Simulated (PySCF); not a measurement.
Compound: C₅H₁₀OSi.
Geometry (PBE0-D3(BJ)/def2-SVP, Å), atoms numbered from 1 in this order:
```
atom  x, y, z in Å
C1    -3.2636    0.0866   -1.1569
C2    -2.2449    0.4441   -0.1277
C3    -0.9206    0.2007   -0.1693
C4    -0.1958   -0.4663   -1.2313
C5     1.1312   -0.6858   -1.2197
O6     1.9263   -0.2952   -0.1991
Si7    3.5792   -0.5496   -0.0725
H8    -3.7796    0.9878   -1.5301
H9    -2.8346   -0.4356   -2.0231
H10   -4.0465   -0.5618   -0.7280
H11   -2.6290    0.9631    0.7583
H12   -0.3101    0.5316    0.6762
H13   -0.7345   -0.8260   -2.1108
H14    1.6241   -1.1991   -2.0559
H15    4.2928    0.1067   -1.2093
H16    3.8816   -2.0126   -0.0933
H17    3.9817    0.0544    1.2230
```

All values: CAM-B3LYP/def2-SVPD (PySCF, non-relativistic), on one gas-phase PBE0-D3(BJ)/def2-SVP geometry that isn't relaxed in the solvent. The solvent is an IEF-PCM continuum (van der Waals radii × 1.2). The model holds no explicit solvent molecules, cavitation or dispersion.

Gas phase at CAM-B3LYP/def2-SVPD: HOMO -7.15 eV, LUMO 0.55 eV, dipole 1.00 D.

Task: What does the continuum do to the energy, the frontier levels and the dipole at CAM-B3LYP/def2-SVPD in cyclohexane and acetonitrile?

Result: 
| solvent | ε | E(solvent) − E(gas) (kJ/mol) | polarisation term (kJ/mol) | distortion of the solute (kJ/mol) | HOMO (eV) | LUMO (eV) | dipole (D) |
| --- | --- | --- | --- | --- | --- | --- | --- |
| cyclohexane | 2.017 | -4.68 | -4.93 | 0.25 | -7.15 | 0.55 | 1.14 |
| acetonitrile | 35.69 | -12.87 | -14.99 | 2.12 | -7.22 | 0.50 | 1.40 |

The first energy column is the sum of the next two and covers electrostatics alone. From cyclohexane to acetonitrile the lowering changes by a factor 2.75, Onsager's factor (ε − 1)/(2ε + 1) by 2.37 and ε itself by 17.7.

Task: Which radius a makes the point-dipole formula ΔE = −[(ε − 1)/(2ε + 1)]·μ²/a³ give the value in acetonitrile, with the gas-phase dipole?

Result: μ = 0.395 au and |ΔE| = 0.00490 Eh give a = 1.31 Å; the farthest nucleus lies 4.44 Å from the centroid of the nuclei, so such a sphere wouldn't even hold the nuclei. The formula assumes a rigid point dipole at the centre of a sphere.

Task: Give the dipole vector in the frame of the coordinates (D, pointing from negative to positive charge), gas and acetonitrile.

Result: Gas (0.71, -0.44, -0.56), solvent (0.84, -0.65, -0.91). Its length changes by +39 % and its direction by 8°.

Task: How does the static polarisability (CAM-B3LYP/def2-SVPD, frozen core, with the continuum's full static response) change?

Result: 
```tsv
medium	isotropic (au)	principal values (au)	⟨r²⟩ of the electrons (bohr²)
gas	103.5	69.4, 83.5, 157.7	1691.4
cyclohexane	115.9	77.5, 93.8, 176.6	1690.6
acetonitrile	138.1	96.2, 114.1, 204.1	1689.1
```

The isotropic value in acetonitrile is 1.33 times the gas-phase one; no cavity-field correction is applied. ⟨r²⟩ is taken about the centre of nuclear charge.
